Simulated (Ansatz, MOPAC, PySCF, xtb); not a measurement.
Noncovalent pair: BrH3Sn (SMILES [Br][SnH3]) (first 5 atoms) with NH3 (SMILES N); geometry from B3LYP-D3(BJ)/def2-TZVP, rigid monomers moved along the line of their centres of mass till Sn2···N6 is 3.47 Å.
(charge 0, multiplicity 1):
```xyz
9

Br     2.333    -0.326     0.978
Sn     0.438     1.062     0.043
H      1.138     1.631    -1.423
H      0.137     2.386     1.068
H     -0.883     0.055    -0.324
N     -0.860    -0.150     3.024
H     -1.782     0.026     3.407
H     -0.748    -1.153     2.924
H     -0.174     0.156     3.705
```

Monomers are frozen at their geometry in the pair; levels with a basis set take the counterpoise correction. Rows marked so take none.

Cores are frozen in the correlated methods. Filled d and f shells under p-block atoms count as core. CBS: X⁻³ extrapolation of the correlation energy, Hartree–Fock from the larger set. Rows in STO-3G carry no dispersion term and start afresh at each structure; the Pople sets are all-electron and without relativity. The state reached by AM1 isn't checked.

Codes used: Ansatz (a program for electronic structure) with Gaussian orbitals; MOPAC for AM1 (differences of heats of formation); PySCF for STO-3G rows, the dispersion terms; xtb for the GFN methods.  In def2 rows elements past Kr take small-core potentials, without spin–orbit coupling.

```
level                                interaction energy (kcal/mol)
-----------------------------------  -----------------------------
GFN-FF                                                       -1.31
AM1                                                          -0.44
HF/STO-3G (no counterpoise)                                  -4.32
PBE/def2-TZVPPD                                              -3.66
PBE-D3(BJ)/def2-TZVPPD                                       -4.88
B3LYP/def2-TZVPPD                                            -2.86
PBE0-D4/def2-TZVPPD                                     (withheld)
MP2/CBS(def2-SVPD, def2-TZVPPD)                              -4.80
CCSD(T)/CBS(def2-SVPD, def2-TZVPPD)                     (withheld)
```

Question: Fill in the missing entries.

Answer: 
- PBE0-D4/def2-TZVPPD, interaction energy (kcal/mol): -5.04
- CCSD(T)/CBS(def2-SVPD, def2-TZVPPD), interaction energy (kcal/mol): -4.68
